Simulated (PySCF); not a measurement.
Simulation results for Cl2GeHN

Computed with PySCF 2.14.0. Calculation on a computer-drawn molecule: the log of a Hartree-Fock and frozen-core CCSD(T) single point meant for a local Hartree-Fock minimum, with one planted fault or none, to be diagnosed. Offsets are logged minus clean, where the clean run is the same molecule without the fault. The reference is restricted for singlets and unrestricted otherwise, and also for a bond in bohr or an excited solution. Adding or removing an electron swaps singlet and doublet. The excited solution moves the top pair (singlet) or top alpha electron (doublet) to the lowest empty orbital. Highest occupied and lowest empty are orbital energies over both spins, largest force is the largest gradient component, triples share is (T) over the correlation energy, the T1 limit is 0.02 restricted and 0.045 unrestricted, electrons count all cores, a negative frequency is imaginary (commonest isotopes), and the dipole is about the centre of nuclear charge; on germanium a core potential holds 10 electrons, which the energies leave out, and 3d is frozen in MP2 and coupled-cluster steps.

```xyz
5
formula=Cl2GeHN meant_charge=0 meant_multiplicity=1 meant_basis=cc-pV(D+d)Z meant_basis_and_core_potential_on_germanium=cc-pVDZ-PP_ECP10MDF logged_electrons=74 logged_basis_functions=88 logged_SCF_converged=yes logged_spin_squared=2.0125 logged_highest_occupied=-6.7808 logged_lowest_empty=-0.51344 logged_largest_force=0.15784 logged_T1_diagnostic=0.020665 logged_D1_diagnostic=0.10222 logged_triples_share=0.026428 logged_CC_converged=yes logged_dipole_magnitude=3.3936 logged_SCF_stable_within_its_kind=yes logged_energy_HF=-1267.34921 logged_energy_CCSD(T)=-1267.88351 possible_faults=no_fault,one_electron_removed,one_electron_added,multiplicity_raised_by_two,geometry_at_a_saddle_point,SCF_held_on_an_excited_solution,minimal_basis_STO-3G,one_bond_length_entered_in_bohr,all_coordinates_scaled
N      0.5013    -0.1592     0.3451
Ge     0.9579    -1.1791     1.5883
Cl     2.8681    -1.8898     2.2045
Cl    -0.4617    -2.0236     2.9004
H      1.3031     0.1555    -0.1867
```

Units: logged_highest_occupied, logged_lowest_empty in eV; logged_largest_force in hartree/bohr; logged_dipole_magnitude in debye; logged_energy_HF, logged_energy_CCSD(T) in hartree.

Drawn bonds:
| atom | other atom | order |
| --- | --- | --- |
| 1 | 2 | 2 |
| 2 | 3 | 1 |
| 2 | 4 | 1 |
| 1 | 5 | 1 |

Questions
1. Which fault was planted in the run of Cl2GeHN?

## Answers
1. multiplicity raised by two

Further results for Cl2GeHN:

```
HF energy offset from clean run      : 58.02 kcal/mol
CCSD(T) energy offset from clean run : 90.67 kcal/mol
```
